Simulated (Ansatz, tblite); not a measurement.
Spin states of the cluster Si2S2, each relaxed with PBE0-D4/def2-TZVP in Ansatz. Electronic energies in the gas phase.

The xTB rows come from tblite. B3LYP takes the VWN-RPA correlation. HSE06 is defined as in plane-wave codes, on full-range PBE exchange. Correlated methods freeze 20 core orbitals. In CCSD on the charge 0 triplet the largest single amplitude is 0.25, so its Hartree–Fock determinant may place the open shell otherwise than the density functionals do. The structure comes from a short search, and lower isomers may exist.

Singlet geometry (C2v within 0.1 Å):

```xyz
4

Si   -0.094   -1.049   -0.950
Si    0.357    0.756    1.145
S    -1.386   -0.454    0.690
S     1.123    0.746   -0.885
```

Triplet geometry (D2h within 0.1 Å):

```xyz
4

Si    0.924   -0.865    0.629
Si   -0.929    0.860   -0.632
S    -0.933   -0.053    1.299
S     0.937    0.058   -1.296
```

Quintet geometry (C2v within 0.1 Å):

```xyz
4

Si   -1.106    0.431    0.413
Si    1.164   -0.476    0.006
S     0.627    1.628   -0.129
S    -0.685   -1.583   -0.291
```

⟨S²⟩: triplet 2.02 at PBE0-D4/def2-TZVP (pure 2.00), quintet 6.01 at PBE0-D4/def2-TZVP (pure 6.00).

Run but left out: HF/6-31G (singlet: restricted singlet, unstable in another Hartree–Fock run and untested here); HF/def2-TZVP, HF/def2-TZVPP (singlet: restricted singlet, unstable towards broken spin symmetry); MP2/def2-TZVP, MP2/def2-TZVPP (triplet: a determinant that CCSD turns far, T1 0.058).

Only these spin states were relaxed. The quintet has other bonds than the singlet, so the gap mixes isomer and spin.

| level | triplet − singlet (kcal/mol) | quintet − singlet (kcal/mol) | lowest of these | remarks |
| --- | --- | --- | --- | --- |
| GFN1-xTB | 51.5 | 137.6 | singlet | – |
| GFN2-xTB | 40.5 | 103.3 | singlet | – |
| LDA (SPW92)/def2-TZVP | 26.6 | 104.8 | singlet | – |
| PBE-D4/def2-TZVP | 25.2 | 97.4 | singlet | – |
| revPBE-D4/def2-TZVP | 25.2 | 95.9 | singlet | – |
| r2SCAN-D4/def2-TZVP | 21.9 | 87.9 | singlet | – |
| B3LYP-D4/6-31G | 30.5 | 104.6 | singlet | – |
| PBE0-D4/def2-TZVP | 27.3 | 94.6 | singlet | – |
| HSE06-D4/def2-TZVP | 27.0 | 94.8 | singlet | – |
| ωB97X-V/def2-TZVP | 36.5 | 104.8 | singlet | – |
| RPA@PBE/def2-TZVP | 30.7 | 104.4 | singlet | – |
| CCSD/def2-TZVPP | 34.7 | 101.6 | singlet | large T1 (0.020) (singlet), large T1 (0.058) (triplet), restricted SCF unstable (singlet) |
| CCSD(T)/def2-TZVPP | 33.0 | 103.6 | singlet | large T1 (0.020) (singlet), large T1 (0.058) (triplet), restricted SCF unstable (singlet) |

Change of the quintet − singlet gap on mixing in exact exchange, in kcal/mol: PBE to PBE0 (25 % exact exchange) -2.8.

The xTB methods have no spin-polarisation term.
